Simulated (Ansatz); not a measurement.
`C[CH](C)[In]([OH])[OH]`. Total charge 0; spin multiplicity 1. In takes the def2 core potential. Geometry: relaxed with PBE0-D4/def2-TZVP. It is one conformer, not always the lowest.

```xyz
15

C    -0.645    1.455    0.688
C     0.063    0.596   -0.349
C    -0.857    0.213   -1.499
In    0.967   -1.157    0.561
O     1.838   -2.692   -0.351
O     1.055   -1.540    2.510
H    -1.483    0.925    1.151
H     0.024    1.778    1.490
H    -1.056    2.358    0.221
H     0.916    1.154   -0.751
H    -1.262    1.112   -1.980
H    -0.345   -0.367   -2.270
H    -1.714   -0.376   -1.158
H     1.849   -2.605   -1.307
H     0.650   -0.853    3.044
```

Task: What is the dipole moment at PBE/def2-TZVPP? (An estimate is asked.)

Result: Computed: 4.53 D, with components (-1.82, 3.63, -2.01) D in this frame, pointing from negative to positive charge.

Task: And with r2SCAN, B3LYP, ωB97M-V? (Estimate.)

Result: Ansatz gave: r2SCAN 4.69 D, B3LYP 4.80 D, ωB97M-V 4.76 D.

Task: Give the Mulliken charges with PBE, B3LYP, r2SCAN in def2-TZVPP. (Estimate.)

Result: Computed: 
| atom | PBE | B3LYP | r2SCAN |
| --- | --- | --- | --- |
| C1 | -0.28 | -0.28 | -0.17 |
| C2 | -0.13 | -0.16 | -0.09 |
| C3 | -0.27 | -0.27 | -0.16 |
| In4 | 0.68 | 0.81 | 0.77 |
| O5 | -0.46 | -0.51 | -0.52 |
| O6 | -0.47 | -0.52 | -0.53 |
| H7 | 0.09 | 0.09 | 0.05 |
| H8 | 0.09 | 0.09 | 0.05 |
| H9 | 0.08 | 0.08 | 0.04 |
| H10 | 0.09 | 0.09 | 0.05 |
| H11 | 0.08 | 0.08 | 0.04 |
| H12 | 0.09 | 0.09 | 0.05 |
| H13 | 0.09 | 0.09 | 0.06 |
| H14 | 0.16 | 0.16 | 0.18 |
| H15 | 0.16 | 0.16 | 0.18 |

B3LYP here is the variant with VWN-RPA as its local correlation; programs differ in this.
